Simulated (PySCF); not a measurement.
C₄H₁₀OSi, SMILES C=C[C@H]([SiH3])CO.

Coordinates come from a PBE0-D3(BJ)/def2-SVP optimisation. The structure was generated by enumeration; whether it is a known compound was not checked. One conformer was computed; it need not be the lowest.

Two levels are set side by side: PBE/def2-TZVP (PySCF) and M06-2X/def2-TZVP (PySCF). Same geometry, gas phase. Differences are taken from unrounded values.

| quantity | M06-2X |
|---|---|
| orbital gap (eV) | 9.07 |
| highest occupied level (eV) | -8.38 |
| lowest empty level (eV) | 0.68 |
| dipole moment (D) | 1.59 |
| mean polarisability (bohr³) | 80.1 |

**Question.** What does PBE give, and how far is it from M06-2X? (An estimate is asked for; the answer gives what the named calculation found.)

**Answer.** 
```json
[
 {"quantity": "orbital gap (eV)", "PBE": "4.99", "PBE minus M06-2X": "-4.08"},
 {"quantity": "highest occupied level (eV)", "PBE": "-6.14", "PBE minus M06-2X": "2.24"},
 {"quantity": "lowest empty level (eV)", "PBE": "-1.15", "PBE minus M06-2X": "-1.84"},
 {"quantity": "dipole moment (D)", "PBE": "1.56", "PBE minus M06-2X": "-0.03"},
 {"quantity": "mean polarisability (bohr³)", "PBE": "84.2", "PBE minus M06-2X": "4.2"}
]
```

Without exact exchange PBE keeps part of each electron's self-repulsion, which lifts occupied levels and narrows the gap. PBE's more diffuse valence density responds more strongly to a field. Differences between two approximate levels are no errors against the true value.

Rough cost on one machine, each run with all the roots and properties that it gave: M06-2X against PBE about 3 times.
